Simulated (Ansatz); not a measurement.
Basis-set series for C6H18AlP (`CC[P+]([AlH3-])(CC)CC`). The species carries charge 0 and has multiplicity 1. The geometry is a stationary point of PBE0-D4/def2-TZVP. It is one conformer, not always the lowest.

| functional | basis | functions | energy (Eh) | HOMO (eV) | LUMO (eV) |
| --- | --- | --- | --- | --- | --- |
| PBE0-D4 | def2-SVP | 210 | -822.38974 | -7.25 | 0.83 |
| PBE0-D4 | def2-TZVPP | 522 | -822.85230 | -7.31 | 0.51 |
| ωB97M-V | def2-SVP | 210 | -822.69489 | -9.46 | 2.65 |
| ωB97M-V | def2-TZVPP | 522 | -823.17746 | -9.57 | 2.14 |

Task: Give the rows for def2-QZVPP. (Best estimate.)

Result: Ansatz gave: 
| functional | basis | functions | energy (Eh) | HOMO (eV) | LUMO (eV) |
| --- | --- | --- | --- | --- | --- |
| PBE0-D4 | def2-QZVPP | 1022 | -822.88465 | -7.32 | 0.33 |
| ωB97M-V | def2-QZVPP | 1022 | -823.20923 | -9.58 | 1.46 |

Positive LUMOs are unbound and depend on the basis.
